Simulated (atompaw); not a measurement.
## u(r) = r·R(r): atom against pseudo-atom (Si (Z = 14))

Columns: radius, all-electron u(r) and pseudo u(r) of the 3p shell (level -30.79 eV) of silicon in the configuration [Ne] 3s1 3p0; PBE, scalar-relativistic, PAW (atompaw) scheme, atompaw 4.2.0.5.

| r (bohr) | all-electron | pseudo |
| --- | --- | --- |
| 0.071 | -0.0892 | 0.0039 |
| 0.142 | -0.2242 | 0.0156 |
| 0.213 | -0.3214 | 0.0347 |
| 0.285 | -0.3655 | 0.0611 |
| 0.356 | -0.3606 | 0.0934 |
| 0.427 | -0.3189 | 0.1312 |
| 0.498 | -0.2519 | 0.1734 |
| 0.569 | -0.1689 | 0.2190 |
| 0.640 | -0.0771 | 0.2670 |
| 0.712 | 0.0195 | 0.3170 |
| 0.783 | 0.1141 | 0.3667 |
| 0.854 | 0.2053 | 0.4156 |
| 0.925 | 0.2912 | 0.4630 |
| 0.996 | 0.3706 | 0.5081 |
| 1.067 | 0.4427 | 0.5504 |
| 1.138 | 0.5068 | 0.5892 |
| 1.210 | 0.5639 | 0.6248 |
| 1.281 | 0.6122 | 0.6559 |
| 1.352 | 0.6528 | 0.6829 |
| 1.423 | 0.6862 | 0.7057 |
| 1.494 | 0.7128 | 0.7244 |
| 1.565 | 0.7329 | 0.7391 |
| 1.637 | 0.7471 | 0.7498 |
| 1.708 | 0.7555 | 0.7564 |
| 1.779 | 0.7588 | 0.7589 |
| 1.850 | 0.7575 | 0.7575 |

How many radial nodes do the two functions have?

The all-electron 3p function has n − l − 1 = 1; the pseudo-wave has 0, since the states of the same l below it are removed with the core.

Is the pseudo-wave norm-conserving?

No, it belongs to a PAW set: the norm inside the radius is not constrained, and the difference is carried by the augmentation charge.
